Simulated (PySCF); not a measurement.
# Orbital picture of RbIn⁺

PBE0 at R = 4.190 Å; Rb def2-SVP with ECP28, In def2-SVP with ECP28; scalar-relativistic core potentials (PySCF 2.14). State: ²Π (doublet), unpaired electrons π ↑, a second solution, started from another occupation. Only the outer orbitals are listed, counted within each symmetry, core potentials removing the inner ones.

```tsv
spin	orbital	occ.	ε (eV)	on Rb (%)	main shells (%)
α	6σ	1	-12.88	1	99 In s
α	4π	1	-6.90	5	95 In p
α	7σ	0	-5.99	44	55 In p, 42 Rb s
α	4π	0	-5.24	9	91 In p
α	8σ	0	-4.68	65	60 Rb s, 36 In p
β	6σ	1	-12.16	1	98 In s
β	7σ	0	-5.79	52	51 Rb s, 46 In p
β	4π	0	-4.94	10	90 In p
β	8σ	0	-4.53	58	51 Rb s, 43 In p
```

Q: Which are the highest filled and the lowest empty level, where do they sit, and how wide is the gap?

A: Highest filled α 4π at -6.90 eV (in %: 95 In p); lowest empty α 7σ at -5.99 eV (in %: 55 In p, 42 Rb s); the gap at PBE0 is 0.91 eV.

* bond order (Mayer): 0.12
* ⟨S²⟩: 0.753
* charge on Rb (Mulliken, basis-dependent): 0.94
* charge on Rb (Löwdin, basis-dependent): 0.70
* dipole moment (positive dipole points towards In; it is taken about the centre of mass and depends on that origin): -9.79 D

Spin–orbit coupling is left out.
